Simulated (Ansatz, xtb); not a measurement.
**Two isomers of C5H11BSi**

Structure I is `CC#CB(C)C[SiH3]`, a singlet and structure II is `[SiH3]CC1=CBCC1`, a singlet. Both are isolated molecules in the gas phase, relaxed with B3LYP/def2-SVP; the shapes shown needn't be the lowest conformers.

I (Å):

```yaml
atoms:
  - { symbol: C, position_ang: [3.8177, 0.5255, -0.4168] }
  - { symbol: C, position_ang: [2.4169, 0.1959, -0.6400] }
  - { symbol: C, position_ang: [1.2419, -0.0837, -0.8294] }
  - { symbol: C, position_ang: [-1.2346, -0.4057, 0.1573] }
  - { symbol: C, position_ang: [-0.7142, -0.8153, -2.5027] }
  - { symbol: B, position_ang: [-0.2283, -0.4318, -1.0599] }
  - { symbol: Si, position_ang: [-1.2165, 0.7267, -3.4943] }
  - { symbol: H, position_ang: [4.2184, 1.1428, -1.2381] }
  - { symbol: H, position_ang: [4.4274, -0.3928, -0.3700] }
  - { symbol: H, position_ang: [3.9656, 1.0739, 0.5282] }
  - { symbol: H, position_ang: [-0.9975, 0.3628, 0.9097] }
  - { symbol: H, position_ang: [-2.2918, -0.3171, -0.1389] }
  - { symbol: H, position_ang: [-1.1302, -1.3801, 0.6760] }
  - { symbol: H, position_ang: [0.0704, -1.3065, -3.1028] }
  - { symbol: H, position_ang: [-1.6113, -1.4586, -2.4818] }
  - { symbol: H, position_ang: [-2.2905, 1.4868, -2.7876] }
  - { symbol: H, position_ang: [-0.0519, 1.6360, -3.6983] }
  - { symbol: H, position_ang: [-1.7394, 0.3213, -4.8338] }
```

II (Å):

```xyz
18

C    -0.1693    2.5292   -0.1938
C     0.8100    1.5013   -0.6647
C     2.1730    1.5791   -0.5806
C     1.5773   -0.6294   -1.5973
C     0.3188    0.2082   -1.2806
B     2.7841    0.2913   -1.1459
Si   -0.7337    2.2581    1.6116
H     0.4225    2.4183    2.5381
H    -1.7795    3.2673    1.9529
H    -1.3094    0.8922    1.7809
H     0.2675    3.5410   -0.2338
H    -1.0790    2.5309   -0.8190
H     2.6652    2.4640   -0.1643
H     3.9557    0.0092   -1.2363
H     1.5877   -1.5923   -1.0535
H     1.6445   -0.9082   -2.6646
H    -0.2800    0.4354   -2.1827
H    -0.3817   -0.3038   -0.5950
```

Question: Which of the two would you expect CCSD(T)/def2-SVP + ΔMP2/def2-TZVPP electronic energies to favour?

Answer: Structure II; the calculation gives E(II) − E(I) = −37.9 kJ/mol.

How the difference moves with the method:

| level | geometry | E(II) − E(I) (kJ/mol) | departure from the last row (kJ/mol) | job, with rough time for the two |
| --- | --- | --- | --- | --- |
| GFN2-xTB | GFN2-xTB | −112.3 | −74.3 | optimisation, 0.28 s |
| HF/STO-3G | GFN2-xTB | −94.2 | −56.3 | single point, 0.42 s |
| r2SCAN-D4/def2-SVP | GFN2-xTB | −51.6 | −13.7 | single point, 4.1 s |
| B3LYP/def2-SVP | B3LYP/def2-SVP | −36.0 | +1.9 | optimisation, 71 s |
| HF/def2-SVP | B3LYP/def2-SVP | −34.2 | +3.8 | part of the CCSD(T) run |
| MP2/def2-SVP | B3LYP/def2-SVP | −43.6 | −5.6 | part of the CCSD(T) run |
| CCSD(T)/def2-SVP | B3LYP/def2-SVP | −46.9 | −9.0 | single point |
| CCSD(T)/def2-SVP + ΔMP2/def2-TZVPP | B3LYP/def2-SVP | −37.9 |  | single point, 97 s |

As drawn, II has 2 C–C, 1 C=C, 1 B–H in place of 1 C≡C, 1 C–B, 1 C–H. Structure I has no ring, II a 5-membered ring.

The levels shown agree on the order. The largest departure from CCSD(T)/def2-SVP + ΔMP2/def2-TZVPP is that of GFN2-xTB, 74.3 kJ/mol. The last row adds to CCSD(T) the change of the MP2 difference between the two basis sets, here +9.0 kJ/mol.

With thermal terms from frequencies at re-optimised GFN2-xTB minima (ideal gas, soft modes damped towards free rotors, one conformer each, 298.15 K, 1 atm): the zero-point term adds +7.5 kJ/mol; ΔH is −37.3 and ΔG −19.8 kJ/mol.

The correlated steps freeze 11 core orbitals. Programs: Ansatz 0.2.0, xtb 6.7.1; the last row on 4 threads of Arm Neoverse V1 on a shared host.
